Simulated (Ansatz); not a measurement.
A CCSD(T) single point on `CC[Te][SiH3]`.

```yaml
crystal:
  periodic: [false, false, false]
  atoms:
    - {symbol: C, position_ang: [-0.235875, 2.118644, 0.759120]}
    - {symbol: C, position_ang: [-0.266407, 0.624370, 0.520461]}
    - {symbol: Te, position_ang: [0.846053, 0.119124, -1.268492]}
    - {symbol: Si, position_ang: [0.435626, -2.320248, -1.064440]}
    - {symbol: H, position_ang: [0.785058, 2.483062, 0.892858]}
    - {symbol: H, position_ang: [-0.799528, 2.368141, 1.663078]}
    - {symbol: H, position_ang: [-0.682630, 2.667704, -0.072756]}
    - {symbol: H, position_ang: [-1.282530, 0.259788, 0.373593]}
    - {symbol: H, position_ang: [0.192001, 0.075172, 1.342213]}
    - {symbol: H, position_ang: [1.116806, -2.967364, -2.213816]}
    - {symbol: H, position_ang: [0.986986, -2.854634, 0.209201]}
    - {symbol: H, position_ang: [-1.018560, -2.628858, -1.106921]}
basis:
  gaussian: {orbitals: def2-TZVPP}
correlation: {method: ccsd_t}
output: {orbitals: {seedname: orbitals}}
```

```sh
$ ansatz run in.yaml --threads 4 --pin off --events-out ev --progress --plain
```

Output of Ansatz, abridged:

```
Functional definition: HF
1696 factors; integrals over basis functions are off by at most 1.1e-3 eV
mean field evaluation 1: about -17313.8905 eV, gradient 2.8e1 eV
mean field evaluation 2: about -17314.1254 eV, gradient 2.8e1 eV
mean field evaluation 4: about -17316.6853 eV, gradient 4.6e0 eV
mean field evaluation 8: about -17316.7505 eV, gradient 2.3e-1 eV
mean field -17316.75088583 eV, -636.3788573390 hartree, gradient 6.2e-6 eV, S^2 0.000000; 0 other end points of the search recorded, 0 dependent functions left out
11 core orbitals not correlated: weight in the atoms' cores, before any rotation towards them, 1.000 or more for the frozen orbitals, at most 0.000 for the correlated occupied ones
reference -17316.75088583 eV, -636.3788573390 hartree; 18, 18 occupied and 237, 237 virtual orbitals, 1696 factors
second order -25.96784655 eV of doubles, -0.00000000 eV of singles
cycle   1  -25.78251185 eV  change    1.9e-1 eV  update   1.1e-1
cycle   2  -26.48528647 eV  change   -7.0e-1 eV  update   3.1e-2
cycle   3  -26.57172775 eV  change   -8.6e-2 eV  update   1.3e-2
cycle   4  -26.55659301 eV  change    1.5e-2 eV  update   3.2e-3
cycle   5  -26.55820897 eV  change   -1.6e-3 eV  update   1.4e-3
cycle   6  -26.55840558 eV  change   -2.0e-4 eV  update   4.0e-4
cycle   7  -26.55806840 eV  change    3.4e-4 eV  update   1.5e-4
cycle   8  -26.55807707 eV  change   -8.7e-6 eV  update   5.4e-5
cycle   9  -26.55811546 eV  change   -3.8e-5 eV  update   1.8e-5
perturbative correction -0.86179181 eV, -0.0316702650 hartree
Total energy: -17344.17079310 eV, -637.3865203454 hartree
```

It took 7.5 min on 4 threads of a server CPU on a shared host, with 7 GiB of host memory at the peak.

MP2 recovers 94.7 % of the CCSD(T) correlation energy and the triples give 3.1 %; T1 = 0.0102.
